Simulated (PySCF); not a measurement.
Molecule: SMILES C/C([SiH3])=C/F, C$_{3}$H$_{7}$FSi.

Geometry (Å), atoms numbered from 1 in this order:
```xyz
12

C    -1.2541   -0.8843    0.0436
C    -0.2114    0.1864   -0.0280
Si    1.6210   -0.2827    0.1026
C    -0.5720    1.4472   -0.1905
F     0.3413    2.4406   -0.2603
H    -1.0969   -1.6106   -0.7521
H    -1.1775   -1.4137    0.9919
H    -2.2581   -0.4741   -0.0499
H     1.6750   -1.6773    0.5493
H     2.2329   -0.1550   -1.2209
H     2.2804    0.5894    1.0716
H    -1.5795    1.8334   -0.2833
```

Frames of a GFN2-xTB Langevin trajectory at 300 K; GIAO PBE0/pcSseg-1 shieldings in PySCF 2.14.0 with density-fitted response routines, gas phase, non-relativistic; equivalent atoms averaged within each frame.

Referencing at the same level of theory: ¹³C (σref 186.93), ²⁹Si (σref 349.16), ¹H (σref 31.72) against TMS; ¹⁹F (σref 170.95) against CFCl3. The references are static minima.

Task: How do the shifts (ppm) fluctuate along the trajectory?

Result: 
```tsv
time (fs)	C4	C2	C1	Si3	F5	H12	H9/H10/H11	H6/H7/H8
optimised geometry	164.5	113.1	18.8	-80.9	-102.7	7.19	4.20	1.82
250	157.3	108.3	20.7	-76.4	-102.1	6.99	4.10	2.92
425	170.7	127.0	15.0	-78.1	-99.7	6.90	4.20	1.68
625	168.9	111.0	13.5	-87.9	-83.2	7.70	4.57	1.40
800	169.7	113.0	21.8	-81.5	-92.8	7.46	3.89	1.90
1000	160.5	113.2	15.5	-85.2	-90.4	7.19	4.29	2.10
mean of frames	165.4	114.5	17.3	-81.8	-93.6	7.25	4.21	2.00
standard deviation	6.1	7.2	3.7	4.8	7.6	0.33	0.25	0.58
```

5 frames give an uncertainty of the mean of about the standard deviation over 2.2 at best, since frames this close in time may not be independent; classical motion lacks zero-point vibration, and the reference would need the same averaging.
